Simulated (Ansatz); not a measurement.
## Ansatz (development build ahead of 0.2.0) run

```yaml
crystal:
  periodic: [false, false, false]
  atoms:
    - { symbol: C, position_ang: [2.06128, 0.0, 0.0] }
    - { symbol: C, position_ang: [1.57903, 1.32497, 0.0] }
    - { symbol: C, position_ang: [0.35794, 2.02997, 0.0] }
    - { symbol: C, position_ang: [-1.03064, 1.78512, 0.0] }
    - { symbol: C, position_ang: [-1.93697, 0.705, 0.0] }
    - { symbol: C, position_ang: [-1.93697, -0.705, 0.0] }
    - { symbol: C, position_ang: [-1.03064, -1.78512, 0.0] }
    - { symbol: C, position_ang: [0.35794, -2.02997, 0.0] }
    - { symbol: C, position_ang: [1.57903, -1.32497, 0.0] }
    - { symbol: H, position_ang: [3.14628, 0.0, 0.0] }
    - { symbol: H, position_ang: [2.41019, 2.02239, 0.0] }
    - { symbol: H, position_ang: [0.54635, 3.09848, 0.0] }
    - { symbol: H, position_ang: [-1.57314, 2.72476, 0.0] }
    - { symbol: H, position_ang: [-2.95654, 1.07609, 0.0] }
    - { symbol: H, position_ang: [-2.95654, -1.07609, 0.0] }
    - { symbol: H, position_ang: [-1.57314, -2.72476, 0.0] }
    - { symbol: H, position_ang: [0.54635, -3.09848, 0.0] }
    - { symbol: H, position_ang: [2.41019, -2.02239, 0.0] }
basis:
  gaussian: { orbitals: def2-TZVP }
total_charge: 1
hamiltonian:
  xc: hf
```

The input is written out in the form of the current development build from the run's settings.

Output:

- Converged: yes
- Total energy: -345.76086 hartree
- Spin squared of the determinant: 0.000
- Stability test: minimum among restricted orbitals

Caution: in another basis set an unrestricted determinant lies well below.
